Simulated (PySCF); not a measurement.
**C₆ coefficients of unlike pairs at PW91**

Calculated with PySCF 2.14 from the dipole response of each species, C₆(A,B) = (3/π) ∫ α_A(iu) α_B(iu) du, in atomic units, from isotropic polarisabilities. For ions this is the dispersion term alone; charge-induced terms of lower order in 1/R come first.

| species | configuration | basis | relativity | α (bohr³) | C₆ (like pair) |
| --- | --- | --- | --- | --- | --- |
| Cu | [Ar] 3d10 4s1 (2S) | aug-cc-pwCVTZ-DK with one added diffuse shell each of s, p, d, f, g type (11s10p8d5f4g) | spin-free X2C | 41.26 | 265.5 |
| Ge⁺ | [Ar] 3d10 4s2 4p1 (2P) | def2-TZVPPD (7s5p5d1f) | none | 19.76 | 113.9 |
| He | 1s2 (1S) | def2-QZVPPD (4s4p2d1f) | none | 1.538 | 1.678 |
| Nb | [Kr] 4d4 5s1 (6D) | aug-cc-pwCVTZ-PP with ECP28MDF (8s8p7d4f3g) | core potential | 90.23 | 1004 |

Q: Estimate C₆ for He with Cu.

A: The integral gives 17.70. The combination rule 2 C_A C_B / (C_A α_B/α_A + C_B α_A/α_B) gives 16.22 and the geometric mean 21.11.

No spin-orbit coupling is included.

The other pairs:

| pair | C₆ |
| --- | --- |
| Nb, He | 32.70 |
| Nb, Ge⁺ | 320.6 |
| Nb, Cu | 514.0 |
| He, Ge⁺ | 12.73 |
| Ge⁺, Cu | 168.7 |
